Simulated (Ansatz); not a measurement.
Gas-phase electronic energies from Ansatz, PBE0-D4/def2-TZVP geometries. CCSD(T)/CBS adds triple-zeta CCSD(T) − MP2 to the extrapolated MP2 energy (def2 sets, frozen cores). Functionals use def2-TZVPP. B3LYP here is the variant with VWN-RPA as its local correlation; programs differ in this. One conformer a species, not always the lowest.

Consider the ligand exchange at the Si–N bond: `CN(C)[SiH](N)F` + CH₃NH₂ → `CN[SiH](N)F` + dimethylamine.

```csv
level,ΔE (kJ/mol),difference from CCSD(T)/CBS
PBE-D4,0.4,0.4
r2SCAN-D4,-1.1,-1.1
PBE0-D4,-0.2,-0.2
B3LYP-D4,0.0,0.0
ωB97X-V,-0.8,-0.8
ωB97M-V,-0.3,-0.3
B2PLYP,-2.7,-2.7
PBE,-3.1,-3.1
HF/def2-TZVPP,-8.4,-8.4
MP2/def2-TZVPP,1.6,1.6
CCSD(T)/def2-TZVPP,0.7,0.7
HF/def2-QZVPP,-8.7,-8.7
MP2/def2-QZVPP,1.1,1.1
SCS-MP2/def2-QZVPP,-0.6,-0.6
HF/CBS(def2),-8.7,-8.7
MP2/CBS(def2),0.9,0.9
CCSD(T)/CBS,0.0,0
```

Largest T1 diagnostic among the species: 0.011.

In def2-TZVPP, CCSD(T) changes the Hartree–Fock value by +9.1 kJ/mol (the triples alone add +1.5 kJ/mol) and MP2 by +10.1 kJ/mol. The D4 term adds +5.4 kJ/mol with B3LYP and +3.2 kJ/mol with PBE0; it sums over pairs of atoms, weighted by their polarisabilities, and B3LYP, whose exchange is more repulsive, gets the larger term.
